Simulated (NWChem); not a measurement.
**Plane-wave run on MgCl2 (rutile type)**

```xyz
6
Lattice="5.8732 0.0000 0.0000 0.0000 5.8732 0.0000 0.0000 0.0000 3.7824" Properties=species:S:1:pos:R:3 pbc="T T T"
Mg     0.0000     0.0000     0.0000
Mg     2.9366     2.9366     1.8912
Cl     1.7911     1.7911     0.0000
Cl     4.7277     1.1455     1.8912
Cl     1.1455     4.7277     1.8912
Cl     4.0821     4.0821     0.0000
```

The numbers come from NWChem runs, not from measurements. Origin of the cell: lattice set by a structure generator, not relaxed at this level; this structure type may not be the compound's usual one.

Norm-conserving pseudopotentials with valence charges Mg 2, Cl 7, fixed occupations, no spin-orbit coupling, density cut at twice the wavefunction cutoff.

Level: LDA (Vosko), Troullier-Martins, cutoff 25 Ha, density from a 2×2×4 mesh. Bands run along Γ–X–M–Γ–Z–R–A–Z with k in units of the cell's reciprocal vectors.

Question: Give the band energies at the labelled points, in eV from the valence-band top.

Answer: 
```
point                  k  band 13  band 14  band 15  band 16  band 17  band 18
-----  -----------------  -------  -------  -------  -------  -------  -------
Γ      0.000 0.000 0.000    -0.88    -0.33    -0.33     0.00     4.23     5.79
X      0.000 0.500 0.000    -1.04    -1.04    -0.45    -0.45     5.89     5.89
M      0.500 0.500 0.000    -1.11    -1.11    -0.99    -0.99     5.90     5.90
Z      0.000 0.000 0.500    -1.34    -1.34    -1.12    -1.12     6.59     6.59
R      0.000 0.500 0.500    -0.85    -0.85    -0.81    -0.81     6.49     6.49
A      0.500 0.500 0.500    -0.76    -0.76    -0.66    -0.66     5.49     5.49
```
Bands up to 16 are filled.
